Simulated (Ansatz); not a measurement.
C2H6N2Si, SMILES `C=N/C=N/[SiH3]`, relaxed with RKS PBE0-D4/def2-TZVP in Ansatz from a PBE-D4/def2-SVP geometry. The force threshold is 0.005 eV/Å; the program also tests the step.

Total charge 0; spin multiplicity 1.

Start:

```xyz
11

C    -2.215   -1.081    0.607
N    -1.005   -1.320    0.931
C     0.021   -0.421    0.647
N     0.273    0.007   -0.534
Si    1.656    1.020   -0.929
H    -2.537   -0.120    0.145
H    -2.988   -1.854    0.782
H     0.631   -0.191    1.559
H     2.472    1.409    0.286
H     2.548    0.287   -1.893
H     1.143    2.263   -1.600
```

Question: By how much does the energy fall, and how many steps does the optimiser take? (Best estimate.)

Answer: Computed: 6.58 kJ/mol, in 12 steps, 2 of them rejected.

Question: Which bonds change most? (Estimate.)

Answer: The calculation gave: N4–Si5 from 1.759 to 1.734 Å; Si5–H9 from 1.515 to 1.495 Å; C3–H8 from 1.120 to 1.100 Å; C3–N4 from 1.281 to 1.261 Å.

Question: Give the relaxed structure. (An estimate is asked.)

Answer: Ansatz gave: 
```xyz
11

C    -2.169   -1.057    0.584
N    -0.993   -1.321    0.954
C     0.032   -0.428    0.656
N     0.274   -0.017   -0.511
Si    1.616    1.003   -0.917
H    -2.431   -0.122    0.078
H    -2.960   -1.781    0.770
H     0.633   -0.185    1.544
H     2.425    1.381    0.282
H     2.487    0.291   -1.885
H     1.086    2.234   -1.555
```
